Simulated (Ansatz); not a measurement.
One change: `OC([SiH3])BF` becomes `BC(O)[SiH3]`.

Ansatz, PBE0-D4/def2-TZVP geometries, multiplicity 1. Each molecule was computed in one conformer, which needn't be the lowest.

```tsv
property	`OC([SiH3])BF`
size of the dipole moment (PBE/def2-TZVPP) / D	2.39
HOMO–LUMO gap (PBE0/def2-TZVPP) / eV	7.11
HOMO–LUMO gap (ωB97M-V/def2-TZVPP) / eV	11.32
size of the dipole moment (B3LYP/def2-TZVPP) / D	2.54
LUMO energy (B3LYP/def2-TZVPP) / eV	-0.99
LUMO energy (PBE/def2-TZVPP) / eV	-1.71
```

**Question.** Give the same properties after the change, and the shifts. (Best estimate.)

**Answer.** Ansatz gave: 
```tsv
property	`BC(O)[SiH3]`	shift
size of the dipole moment (PBE/def2-TZVPP) / D	2.15	-0.24
HOMO–LUMO gap (PBE0/def2-TZVPP) / eV	6.47	-0.64
HOMO–LUMO gap (ωB97M-V/def2-TZVPP) / eV	10.61	-0.71
size of the dipole moment (B3LYP/def2-TZVPP) / D	2.09	-0.45
LUMO energy (B3LYP/def2-TZVPP) / eV	-1.40	-0.41
LUMO energy (PBE/def2-TZVPP) / eV	-2.14	-0.43
```

With PBE0 the HOMO rises by 0.19 eV and the LUMO falls by 0.45 eV, so the gap narrows by about 0.64 eV. PBE moves the HOMO by 0.09 eV and ωB97M-V by 0.23 eV. Dipoles are sizes alone; their direction can turn.

B3LYP here is the variant with VWN-RPA as its local correlation; programs differ in this.
